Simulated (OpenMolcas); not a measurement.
## GaGeH5 (SMILES [GaH2][GeH3]): the HOMO–LUMO gap, rung by rung

The species is GaGeH5 (7 atoms), meant as a singlet with charge 0. SMILES: `[GaH2][GeH3]`. The shape is that of a PBE0-D4/def2-TZVP optimisation.

Each level gives the HOMO–LUMO gap (eV). The values are calculated.

```tsv
level	kind	program	value (eV)	CPU time
HF/def2-SVPD	Hartree–Fock	OpenMolcas	10.71	20 s
SVWN5/def2-SVPD	LDA	OpenMolcas	3.51	33 s
revPBE/def2-SVPD	GGA	OpenMolcas	3.72	43 s
TPSS/def2-SVPD	meta-GGA	OpenMolcas	3.94	64 s
r2SCAN/def2-SVPD	meta-GGA	OpenMolcas	4.17	60 s
BHLYP/def2-SVPD	global hybrid	OpenMolcas	7.18	46 s
PBE0/def2-SVPD	global hybrid	OpenMolcas	5.49	47 s
B2PLYP/def2-SVPD	double hybrid	OpenMolcas	7.38	36 s
```

All-electron rows without a relativistic Hamiltonian named are non-relativistic. The values span 3.51 to 10.71 eV. Orbital gaps aren't excitation energies, and those of double hybrids come from the SCF part alone; they tend to grow with the share of exact exchange. CPU times are rough (shared hosts, several kinds of processor and program).
